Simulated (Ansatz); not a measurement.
Ansatz (a quantum-chemistry and plane-wave program) job for Zn(H)(OMe) (CH4OZn), SMILES C[O][ZnH], B3LYP-D3(BJ)/def2-TZVP. 

Ansatz 0.2 input:
```yaml
crystal:
  periodic: [false, false, false]
  atoms:
    - {symbol: Zn, position_ang: [-0.08494370, 0.04504027, 0.83215257]}
    - {symbol: H, position_ang: [0.15499982, -0.34336100, 2.20870487]}
    - {symbol: O, position_ang: [0.22771567, -0.18836264, -0.80823466]}
    - {symbol: C, position_ang: [0.07429120, 0.03796626, -2.17438583]}
    - {symbol: H, position_ang: [0.17130905, 1.10060399, -2.42456087]}
    - {symbol: H, position_ang: [0.85627618, -0.51467724, -2.70836835]}
    - {symbol: H, position_ang: [-0.90174680, -0.31467019, -2.52816028]}
basis:
  gaussian:
    orbitals: def2-TZVP
hamiltonian:
  xc: b3lyp
  dispersion: d3bj
relax: {f_tol: 0.002, max_steps: 200}
```

Program output:

```
WARN ansatz: RAYON_NUM_THREADS=1 ignored (pool sized by the plan → 1); use --threads N
Functional definition: B3LYP
integrals: 0.06 GiB planned
1032 factors; their error is unknown
mean field: 0.50 GiB planned
mean field evaluation 1: about -51562.2400 eV, gradient 7.4e1 eV
mean field evaluation 2: about -51479.2141 eV, gradient 2.0e2 eV
mean field evaluation 4: about -51570.7838 eV, gradient 2.3e1 eV
mean field evaluation 8: about -51571.2546 eV, gradient 6.2e-2 eV
mean field evaluation 16: about -51571.3133 eV, gradient 4.6e-5 eV
mean field -51571.31329578 eV, -1895.2108073283 hartree, gradient 4.6e-5 eV, S^2 0.000000; 0 other end points of the search recorded, 0 dependent functions left out
the calculation of the forces begins
reference -51571.31355900 eV, -1895.2108170014 hartree; 24, 24 occupied and 110, 110 virtual orbitals, 1032 factors
relax step   1: F+E_penalty+E_count = -51571.46920429 eV  Δ(F+E_penalty+E_count) = +0.000e0 eV  max|allowed force component| = 2.124e0 eV/Å  Δτ_max = 0.0000 Å  (26 SCF iters, accepted)
these checks for a lower state are left out or cut short: starts, cluster_reference, orbital_swaps, neighbouring_geometries, increment
integrals: 0.06 GiB planned
1032 factors; their error is unknown
mean field: 0.50 GiB planned
mean field -51571.50407460 eV, -1895.2178183205 hartree, gradient 2.5e-5 eV, S^2 0.000000; 0 other end points of the search recorded, 0 dependent functions left out
the calculation of the forces begins
reference -51571.50433966 eV, -1895.2178280613 hartree; 24, 24 occupied and 110, 110 virtual orbitals, 1032 factors
relax step   2: F+E_penalty+E_count = -51571.65809149 eV  Δ(F+E_penalty+E_count) = -1.889e-1 eV  max|allowed force component| = 1.064e0 eV/Å  Δτ_max = 0.1344 Å  (31 SCF iters, accepted)
these checks for a lower state are left out or cut short: starts, cluster_reference, orbital_swaps, neighbouring_geometries, increment
integrals: 0.06 GiB planned
1032 factors; their error is unknown
mean field: 0.50 GiB planned
mean field -51571.59076425 eV, -1895.2210041066 hartree, gradient 1.0e-5 eV, S^2 0.000000; 0 other end points of the search recorded, 0 dependent functions left out
the calculation of the forces begins
reference -51571.59103109 eV, -1895.2210139126 hartree; 24, 24 occupied and 110, 110 virtual orbitals, 1032 factors
relax step   3: F+E_penalty+E_count = -51571.74328289 eV  Δ(F+E_penalty+E_count) = -8.519e-2 eV  max|allowed force component| = 6.509e-1 eV/Å  Δτ_max = 0.1950 Å  (30 SCF iters, accepted)
these checks for a lower state are left out or cut short: starts, cluster_reference, orbital_swaps, neighbouring_geometries, increment
integrals: 0.06 GiB planned
1032 factors; their error is unknown
mean field: 0.50 GiB planned
mean field evaluation 32: about -51571.5934 eV, gradient 4.4e-1 eV
mean field -51571.65452082 eV, -1895.2233471173 hartree, gradient 2.4e-5 eV, S^2 0.000000; 0 other end points of the search recorded, 0 dependent functions left out
the calculation of the forces begins
reference -51571.65478490 eV, -1895.2233568221 hartree; 24, 24 occupied and 110, 110 virtual orbitals, 1032 factors
relax step   4: F+E_penalty+E_count = -51571.81062966 eV  Δ(F+E_penalty+E_count) = -6.735e-2 eV  max|allowed force component| = 4.011e-1 eV/Å  Δτ_max = 0.2000 Å  (36 SCF iters, accepted)
these checks for a lower state are left out or cut short: starts, cluster_reference, orbital_swaps, neighbouring_geometries, increment
integrals: 0.06 GiB planned
1032 factors; their error is unknown
mean field: 0.50 GiB planned
mean field -51571.66893519 eV, -1895.2238768355 hartree, gradient 2.6e-5 eV, S^2 0.000000; 0 other end points of the search recorded, 0 dependent functions left out
the calculation of the forces begins
reference -51571.66919830 eV, -1895.2238865046 hartree; 24, 24 occupied and 110, 110 virtual orbitals, 1032 factors
relax step   5: F+E_penalty+E_count = -51571.82816005 eV  Δ(F+E_penalty+E_count) = -1.753e-2 eV  max|allowed force component| = 1.020e-1 eV/Å  Δτ_max = 0.1435 Å  (31 SCF iters, accepted)
these checks for a lower state are left out or cut short: starts, cluster_reference, orbital_swaps, neighbouring_geometries, increment
integrals: 0.06 GiB planned
1032 factors; their error is unknown
mean field: 0.50 GiB planned
mean field -51571.66961214 eV, -1895.2239017129 hartree, gradient 2.3e-5 eV, S^2 0.000000; 0 other end points of the search recorded, 0 dependent functions left out
the calculation of the forces begins
reference -51571.66987507 eV, -1895.2239113755 hartree; 24, 24 occupied and 110, 110 virtual orbitals, 1032 factors
relax step   6: F+E_penalty+E_count = -51571.82908219 eV  Δ(F+E_penalty+E_count) = -9.221e-4 eV  max|allowed force component| = 1.284e-2 eV/Å  Δτ_max = 0.0140 Å  (31 SCF iters, accepted)
these checks for a lower state are left out or cut short: starts, cluster_reference, orbital_swaps, neighbouring_geometries, increment
integrals: 0.06 GiB planned
1032 factors; their error is unknown
mean field: 0.50 GiB planned
mean field -51571.66963668 eV, -1895.2239026147 hartree, gradient 2.3e-5 eV, S^2 0.000000; 0 other end points of the search recorded, 0 dependent functions left out
the calculation of the forces begins
reference -51571.66989954 eV, -1895.2239122748 hartree; 24, 24 occupied and 110, 110 virtual orbitals, 1032 factors
relax step   7: F+E_penalty+E_count = -51571.82912549 eV  Δ(F+E_penalty+E_count) = -4.330e-5 eV  max|allowed force component| = 5.424e-3 eV/Å  Δτ_max = 0.0089 Å  (32 SCF iters, accepted)
these checks for a lower state are left out or cut short: starts, cluster_reference, orbital_swaps, neighbouring_geometries, increment
integrals: 0.06 GiB planned
1032 factors; their error is unknown
mean field: 0.50 GiB planned
mean field evaluation 64: about -51571.6697 eV, gradient 2.9e-3 eV
mean field -51571.66966507 eV, -1895.2239036580 hartree, gradient 2.3e-5 eV, S^2 0.000000; 0 other end points of the search recorded, 0 dependent functions left out
the calculation of the forces begins
reference -51571.66992789 eV, -1895.2239133166 hartree; 24, 24 occupied and 110, 110 virtual orbitals, 1032 factors
relax step   8: F+E_penalty+E_count = -51571.82914368 eV  Δ(F+E_penalty+E_count) = -1.819e-5 eV  max|allowed force component| = 6.919e-3 eV/Å  Δτ_max = 0.0083 Å  (32 SCF iters, accepted)
these checks for a lower state are left out or cut short: starts, cluster_reference, orbital_swaps, neighbouring_geometries, increment
integrals: 0.06 GiB planned
1032 factors; their error is unknown
mean field: 0.50 GiB planned
mean field -51571.66968260 eV, -1895.2239043023 hartree, gradient 2.3e-5 eV, S^2 0.000000; 0 other end points of the search recorded, 0 dependent functions left out
the calculation of the forces begins
reference -51571.66994539 eV, -1895.2239139597 hartree; 24, 24 occupied and 110, 110 virtual orbitals, 1032 factors
relax step   9: F+E_penalty+E_count = -51571.82915346 eV  Δ(F+E_penalty+E_count) = -9.778e-6 eV  max|allowed force component| = 3.845e-3 eV/Å  Δτ_max = 0.0102 Å  (32 SCF iters, accepted)
these checks for a lower state are left out or cut short: starts, cluster_reference, orbital_swaps, neighbouring_geometries, increment
integrals: 0.06 GiB planned
1032 factors; their error is unknown
mean field: 0.50 GiB planned
mean field -51571.66967568 eV, -1895.2239040479 hartree, gradient 2.3e-5 eV, S^2 0.000000; 0 other end points of the search recorded, 0 dependent functions left out
the calculation of the forces begins
reference -51571.66993846 eV, -1895.2239137051 hartree; 24, 24 occupied and 110, 110 virtual orbitals, 1032 factors
relax step  10: F+E_penalty+E_count = -51571.82915420 eV  Δ(F+E_penalty+E_count) = -7.443e-7 eV  max|allowed force component| = 1.166e-3 eV/Å  Δτ_max = 0.0008 Å  (33 SCF iters, accepted)
integrals: 0.06 GiB planned
1032 factors; their error is unknown
mean field: 0.50 GiB planned
mean field evaluation 96: about -51571.6696 eV, gradient 3.0e-1 eV
mean field -51571.66967568 eV, -1895.2239040478 hartree, gradient 2.3e-5 eV, S^2 0.000000; 1 other end points of the search recorded, 0 dependent functions left out
the calculation of the forces begins
reference -51571.66993846 eV, -1895.2239137051 hartree; 24, 24 occupied and 110, 110 virtual orbitals, 1032 factors
Total energy: -51571.82941699 eV, -1895.2297744330 hartree
Atom 0 at     0.114480    -0.180986     0.744949 Å, force    -0.000068    -0.000464    -0.000958 eV/Å
Atom 1 at    -0.214845    -0.017202     2.212010 Å, force     0.000124     0.000210     0.000418 eV/Å
Atom 2 at     0.620055    -0.470991    -0.935442 Å, force     0.000036     0.000307     0.001166 eV/Å
Atom 3 at     0.096298     0.024808    -2.143612 Å, force    -0.000575    -0.000340    -0.000043 eV/Å
Atom 4 at     0.151539     1.118947    -2.207341 Å, force    -0.000385    -0.000683    -0.000075 eV/Å
Atom 5 at     0.680195    -0.384018    -2.974397 Å, force     0.000365     0.000146    -0.000587 eV/Å
Atom 6 at    -0.949821    -0.268019    -2.299020 Å, force     0.000502     0.000824     0.000079 eV/Å
Dipole moment:    -0.179695     0.138088     0.070281 e Å
```

Self-consistency was reached.
